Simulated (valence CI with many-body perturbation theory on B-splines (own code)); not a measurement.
## E1 transitions of Pm⁴⁸⁺

Method: relativistic CI+MBPT: three valence electrons over a frozen Dirac-Fock core [Ne], a basis of 11 s, 11 p, 10 d, 8 f, 5 g, 2 h functions for each j, with the one-electron correlation potential Σ1, the two-electron term Σ2, the three-electron term Σ3, Breit, model QED; selected CI, second order for the rest, scaled by the run's own slope (own B-spline code, finite nucleus).

No measured spectrum was set against this ion. As an estimate, large intervals hold to a few tenths of a per cent, small ones and those within an open d or f shell to about a per cent.

Lines 101 to 150 of 586 in falling wavelength, among levels below 16471 × 10³ cm⁻¹, chosen from the strongest by gf and those to the six lowest levels. Wavelengths and rates use the calculated energies. Electric multipoles are in the length gauge with retardation, E1 and E2 with the static RPA response of the core. Weak lines are less certain than strong ones. Lines between different terms over intervals too small for the method are left out, as are lines whose strength nearly cancels. The highest levels of a list are the least certain.

Levels are named by their leading jj configuration (3d3/2^4 stands for four electrons in 3d with j = 3/2), which in mixed levels can hold well under half, so a name can repeat and another be missing. Letters in brackets count levels of one name in rising energy.

| λ vac (Å) | Upper | Lower | A (s⁻¹) | log gf | Branch % |
| --- | --- | --- | --- | --- | --- |
| 62.67 | (3p3/2 3d3/2 3d5/2) J=5/2 [b] | (3p3/2^2 3d3/2) J=3/2 [a] | 8.41e+10 | -0.53 | 8.9 |
| 62.51 | (3p3/2 3d3/2 3d5/2) J=5/2 [d] | (3p3/2^2 3d3/2) J=3/2 [b] | 4.85e+10 | -0.77 | 5.8 |
| 62.44 | (3s 3p1/2 3d3/2) J=1/2 | (3s 3p1/2 3p3/2) J=3/2 [a] | 4.06e+09 | -2.32 | 0.6 |
| 62.43 | (3s 3d5/2^2) J=3/2 | (3s 3p3/2 3d5/2) J=1/2 | 8.23e+10 | -0.72 | 19.1 |
| 62.35 | (3s 3p1/2 3d5/2) J=5/2 [a] | (3s 3p1/2 3p3/2) J=5/2 | 3.63e+09 | -1.90 | 2.8 |
| 62.32 | (3s 3p1/2 3d5/2) J=5/2 [b] | (3s 3p1/2 3p3/2) J=3/2 [b] | 5.52e+10 | -0.71 | 47.3 |
| 62.31 | (3p1/2 3d3/2 3d5/2) J=7/2 [b] | (3p1/2 3p3/2 3d5/2) J=7/2 [a] | 3.12e+10 | -0.84 | 5.3 |
| 62.24 | (3d3/2 3d5/2^2) J=5/2 [a] | (3p3/2 3d3/2 3d5/2) J=5/2 [c] | 3.50e+10 | -0.91 | 4.4 |
| 62.23 | (3d3/2 3d5/2^2) J=7/2 [a] | (3p3/2 3d3/2 3d5/2) J=5/2 [b] | 7.21e+10 | -0.48 | 10.5 |
| 62.23 | (3d3/2 3d5/2^2) J=9/2 | (3p3/2 3d3/2 3d5/2) J=7/2 [b] | 1.95e+10 | -0.95 | 3.2 |
| 62.18 | (3p1/2 3p3/2 3d5/2) J=5/2 [a] | (3p1/2 3p3/2^2) J=5/2 | 3.96e+10 | -0.86 | 10.9 |
| 61.92 | (3s 3d5/2^2) J=7/2 | (3s 3p3/2 3d5/2) J=7/2 [b] | 4.05e+10 | -0.73 | 12.8 |
| 61.74 | (3s 3d5/2^2) J=9/2 | (3s 3p3/2 3d5/2) J=7/2 [a] | 1.05e+11 | -0.22 | 31.6 |
| 61.73 | (3p3/2 3d5/2^2) J=7/2 [a] | (3p3/2^2 3d5/2) J=7/2 | 3.99e+10 | -0.74 | 7.4 |
| 61.58 | (3s 3p1/2 3d3/2) J=3/2 [b] | (3s 3p1/2 3p3/2) J=3/2 [a] | 5.95e+09 | -1.87 | 0.8 |
| 61.54 | (3p3/2 3d3/2 3d5/2) J=3/2 [c] | (3p3/2^2 3d3/2) J=3/2 [b] | 6.29e+10 | -0.85 | 5.7 |
| 61.41 | (3d3/2 3d5/2^2) J=3/2 [b] | (3p3/2 3d3/2 3d5/2) J=5/2 [e] | 4.28e+10 | -1.01 | 6.4 |
| 61.38 | (3d5/2^3) J=5/2 | (3p3/2 3d5/2^2) J=5/2 | 1.58e+11 | -0.27 | 32.2 |
| 61.35 | (3s 3p3/2 3d5/2) J=5/2 [a] | (3s 3p3/2^2) J=5/2 | 7.30e+10 | -0.61 | 24.1 |
| 61.32 | (3d3/2^2 3d5/2) J=5/2 [a] | (3p3/2 3d3/2^2) J=3/2 [a] | 7.28e+10 | -0.61 | 7.4 |
| 61.30 | (3p1/2 3d3/2 3d5/2) J=5/2 [a] | (3p1/2 3p3/2 3d3/2) J=3/2 [a] | 5.42e+10 | -0.74 | 28.4 |
| 61.27 | (3d3/2 3d5/2^2) J=7/2 [b] | (3p3/2 3d3/2 3d5/2) J=9/2 [b] | 4.85e+10 | -0.66 | 7.5 |
| 61.27 | (3s 3d3/2 3d5/2) J=9/2 | (3s 3p3/2 3d5/2) J=9/2 | 1.80e+10 | -0.99 | 3.2 |
| 61.25 | (3d3/2^2 3d5/2) J=7/2 | (3p3/2 3d3/2^2) J=7/2 | 3.56e+10 | -0.79 | 3.9 |
| 61.24 | (3p1/2 3d5/2^2) J=5/2 | (3p1/2 3p3/2 3d5/2) J=7/2 [b] | 3.39e+10 | -0.94 | 14.1 |
| 61.14 | (3d3/2^2 3d5/2) J=9/2 | (3p3/2 3d3/2^2) J=7/2 | 1.38e+11 | -0.11 | 16.3 |
| 61.09 | (3s 3p1/2 3d5/2) J=3/2 | (3s 3p1/2 3p3/2) J=3/2 [b] | 2.43e+10 | -1.26 | 7.6 |
| 60.99 | (3p3/2 3d5/2^2) J=9/2 | (3p3/2^2 3d5/2) J=7/2 | 1.39e+11 | -0.11 | 21.1 |
| 60.85 | (3p3/2 3d3/2 3d5/2) J=9/2 [b] | (3p3/2^2 3d3/2) J=7/2 | 2.53e+11 | 0.15 | 31.7 |
| 60.83 | (3d5/2^3) J=9/2 | (3p3/2 3d5/2^2) J=9/2 | 1.23e+11 | -0.17 | 33.9 |
| 60.80 | (3d3/2 3d5/2^2) J=5/2 [b] | (3p3/2 3d3/2 3d5/2) J=5/2 [c] | 3.79e+10 | -0.90 | 5.6 |
| 60.78 | (3d5/2^3) J=3/2 | (3p3/2 3d5/2^2) J=1/2 | 1.11e+11 | -0.61 | 21.9 |
| 60.77 | (3d5/2^3) J=5/2 | (3p3/2 3d5/2^2) J=7/2 [b] | 7.96e+10 | -0.58 | 16.2 |
| 60.76 | (3p1/2 3d3/2 3d5/2) J=5/2 [b] | (3p1/2 3p3/2 3d3/2) J=3/2 [b] | 5.36e+10 | -0.75 | 7.3 |
| 60.71 | (3p3/2 3d3/2 3d5/2) J=3/2 [b] | (3p3/2^2 3d3/2) J=1/2 | 5.70e+10 | -0.90 | 5.6 |
| 60.71 | (3p3/2 3d3/2 3d5/2) J=1/2 [b] | (3p3/2^2 3d3/2) J=3/2 [b] | 1.31e+11 | -0.84 | 13.4 |
| 60.70 | (3p3/2 3d5/2^2) J=7/2 [a] | (3p3/2^2 3d5/2) J=9/2 | 3.33e+10 | -0.83 | 6.2 |
| 60.66 | (3p3/2 3d3/2 3d5/2) J=7/2 [c] | (3p3/2^2 3d3/2) J=5/2 | 2.22e+11 | -0.01 | 24.1 |
| 60.62 | (3s 3d5/2^2) J=1/2 | (3s 3p3/2 3d5/2) J=3/2 [b] | 1.13e+11 | -0.90 | 25.6 |
| 60.62 | (3s 3d3/2 3d5/2) J=5/2 [b] | (3s 3p3/2 3d3/2) J=3/2 [b] | 5.60e+10 | -0.73 | 6.7 |
| 60.59 | (3p1/2 3d3/2 3d5/2) J=7/2 [a] | (3p1/2 3p3/2 3d3/2) J=5/2 [a] | 6.38e+10 | -0.55 | 47.6 |
| 60.56 | (3d3/2^2 3d5/2) J=7/2 | (3p3/2 3d3/2^2) J=5/2 | 1.12e+11 | -0.31 | 12.4 |
| 60.53 | (3d3/2 3d5/2^2) J=3/2 [b] | (3p3/2 3d3/2 3d5/2) J=1/2 [b] | 8.68e+10 | -0.72 | 13.0 |
| 60.32 | (3p1/2 3p3/2 3d5/2) J=1/2 | (3p1/2 3p3/2^2) J=1/2 | 1.61e+11 | -0.75 | 43.5 |
| 60.23 | (3s 3d3/2 3d5/2) J=3/2 [b] | (3s 3p3/2 3d3/2) J=3/2 [b] | 4.68e+10 | -0.99 | 6.1 |
| 60.03 | (3d3/2 3d5/2^2) J=5/2 [b] | (3p3/2 3d3/2 3d5/2) J=7/2 [c] | 5.30e+10 | -0.76 | 7.8 |
| 60.03 | (3p1/2 3d3/2 3d5/2) J=7/2 [b] | (3p1/2 3p3/2 3d3/2) J=5/2 [b] | 1.23e+11 | -0.27 | 21.0 |
| 60.00 | (3s 3d3/2 3d5/2) J=7/2 [a] | (3s 3p3/2 3d3/2) J=5/2 [a] | 1.08e+11 | -0.33 | 16.2 |
| 59.99 | (3p3/2 3d5/2^2) J=9/2 | (3p3/2^2 3d5/2) J=9/2 | 1.34e+11 | -0.14 | 20.4 |
| 59.89 | (3p3/2 3d3/2 3d5/2) J=5/2 [c] | (3p3/2^2 3d3/2) J=5/2 | 8.23e+10 | -0.58 | 9.4 |
